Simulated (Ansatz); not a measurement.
Li₅H₆, relaxed as a doublet with UKS r2SCAN-D4/def2-TZVP in Ansatz, starting from the GFN2-xTB geometry. Force threshold 0.02 eV/Å.

In the doublet, H7 and H11 lie 0.75 Å apart (atoms count from 1), so H2 has formed as a molecule. The structure comes from a short search, and lower isomers may exist.

Start:

| atom | x (Å) | y (Å) | z (Å) |
| --- | --- | --- | --- |
| Li1 | -0.768 | 2.171 | -0.430 |
| Li2 | 1.317 | 0.331 | -0.834 |
| Li3 | -1.341 | -0.322 | -1.042 |
| Li4 | 0.276 | -1.854 | 0.473 |
| Li5 | -0.350 | 0.685 | 1.597 |
| H6 | -2.167 | -0.021 | 0.125 |
| H7 | 0.292 | -3.247 | 1.013 |
| H8 | -0.003 | 2.165 | 1.007 |
| H9 | 0.760 | -0.490 | 1.347 |
| H10 | -0.223 | 1.094 | -1.620 |
| H11 | 2.206 | -0.510 | -1.636 |

(1) Estimate the energy that the relaxation releases and the steps that it takes.

(2) Does the start keep its bonding and symmetry?

(3) Predict the relaxed structure.

Results:

(1) 95.5 kcal/mol, in 40 steps; 90 s on 4 threads of Arm Neoverse V2 on a shared host. No frequencies were taken in this run, so the end may be a saddle point.

(2) Bonds lost: Li2–Li4, Li2–H11, Li3–Li4, Li4–H7, Li5–H9 (atoms count from 1). Bonds formed: Li1–H6, Li2–H8, Li2–H9, Li3–H9, Li5–H6 (atoms count from 1).

(3) 
```xyz
11

Li   -1.249    1.561   -0.667
Li    1.185    1.465   -0.191
Li   -0.138   -0.663   -0.564
Li    1.706   -0.834    2.285
Li   -0.568    0.736    1.638
H    -1.569    0.026    0.273
H    -0.496   -2.688   -1.050
H    -0.191    2.250    0.660
H     1.097   -0.143    0.736
H     0.181    0.826   -1.570
H     0.040   -2.536   -1.548
```
Bond lengths (bridged metal pairs left out): 1 × Li–Li 2.84 Å; 12 × H–Li 1.79 to 1.87 Å.
